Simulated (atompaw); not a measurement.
Ranking PAW (atompaw) potentials for Zr (Z = 40)

All share these settings but for the change named:

atompaw 4.2.0.5 input, output lines left out:

```
Zr 40
GGA-PBE scalarrelativistic loggrid 1500 logderivrange -6 5 276
5 5 4 0 0 0
5 0 1.5
5 1 0
4 2 2
0 0 0
c
c
c
v
v
c
c
v
v
c
v
2
2.65 2.45 2.25 2.65
n
n
y
0.05
n
bloechl besselshape
3 0 ultrasoft
```

Cutoff: the first of the cutoffs (Ry, on a coarse ladder) from which the occupation-weighted sum of valence levels, in a spherical-Bessel basis at the reference potential, stays within 10 and 1 mRy of its value at 400 Ry; the density cutoff is not measured.

The base gives 25 Ry.

Of 9 variants that were run, those that failed, showed a ghost or another fault, or gave nearly equal values are left out.

A variant can come out equal or close to the base.

Question: Rank these variants from softest to hardest (loose cutoff).
A. local potential ultrasoft scheme with l = 3 at 0 Ry, radius 2.54 bohr
B. local potential ultrasoft scheme with l = 3 at 0 Ry, radius 2.02 bohr
C. local potential ultrasoft scheme with l = 3 at 0 Ry, radius 1.50 bohr
D. local potential ultrasoft scheme with l = 3 at 0 Ry, radius 1.84 bohr
E. local potential ultrasoft scheme with l = 3 at 0 Ry, radius 1.64 bohr

Answer: A (25 Ry), B (30 Ry), D (35 Ry), E (50 Ry), C (60 Ry).
